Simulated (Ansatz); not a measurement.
Geometry optimisation, RKS revPBE-D4/def2-SVP in Ansatz.

Input:

```yaml
crystal:
  periodic: [false, false, false]
  atoms:
    - { symbol: C, position_ang: [-0.9319, 1.7607, 1.0323] }
    - { symbol: C, position_ang: [-1.243, 0.5522, 1.398] }
    - { symbol: Sb, position_ang: [0.3119, -0.8372, 1.7687] }
    - { symbol: Si, position_ang: [1.311, -0.6215, -0.5697] }
    - { symbol: C, position_ang: [2.93027, -1.67212, -0.54865] }
    - { symbol: H, position_ang: [0.0427, 2.1612, 0.901] }
    - { symbol: H, position_ang: [-1.7679, 2.4987, 0.8329] }
    - { symbol: H, position_ang: [-2.2281, 0.2435, 1.5103] }
    - { symbol: H, position_ang: [1.422, 0.4405, 2.4202] }
    - { symbol: H, position_ang: [0.39152, -1.22365, -1.5079] }
    - { symbol: H, position_ang: [1.62366, 0.71977, -0.83651] }
    - { symbol: H, position_ang: [3.59483, -1.24424, 0.216] }
    - { symbol: H, position_ang: [3.38115, -1.67953, -1.5453] }
    - { symbol: H, position_ang: [2.67232, -2.75335, -0.26896] }
basis:
  gaussian: { orbitals: def2-SVP }
hamiltonian:
  xc: revpbe
  dispersion: d4
relax:
  f_tol: 0.015
  max_steps: 40
```

Launched with:

```bash
$ ansatz run input.yaml --threads 2 --pin off --max-ram 3072MiB --backend cpu --events-out ev --progress --plain --runs-dir out
```

Q: Where does it end, and by what steps?

A: It converged. The force dipped under the threshold on the way, but the program's further checks kept it going. After 12 steps the energy has fallen by 0.584 eV; H6 moved furthest, 0.85 Å.

| step | energy less start (eV) | largest force component (eV/Å) | accepted |
| --- | --- | --- | --- |
| 0 | 0.0000 | 3.088 | yes |
| 1 | -0.4599 | 0.879 | yes |
| 2 | -0.5069 | 0.527 | yes |
| 3 | -0.5634 | 0.308 | yes |
| 4 | -0.5753 | 0.059 | yes |
| 5 | -0.5810 | 0.059 | yes |
| 6 | -0.5830 | 0.019 | yes |
| 7 | -0.5830 | 0.108 | yes |
| 8 | -0.5837 | 0.132 | yes |
| 9 | -0.5840 | 0.014 | yes |
| 10 | -0.5841 | 0.050 | yes |
| 11 | -0.5842 | 0.020 | yes |
| 12 | -0.5843 | 0.007 | yes |

```xyz
14
Properties=species:S:1:pos:R:3
C -1.103 1.988 1.264
C -1.166 0.643 1.228
Sb 0.387 -0.725 1.915
Si 1.361 -0.799 -0.506
C 2.978 -1.794 -0.595
H -0.213 2.527 1.630
H -1.950 2.611 0.923
H -2.080 0.147 0.853
H 1.468 0.577 2.313
H 0.313 -1.442 -1.381
H 1.577 0.608 -1.000
H 3.759 -1.333 0.045
H 3.361 -1.828 -1.636
H 2.819 -2.836 -0.250
```

The run took 49 s on 2 threads of AMD EPYC 7R43 64-Core Processor (Zen 3), on a shared host, peak memory 0.2 GiB.
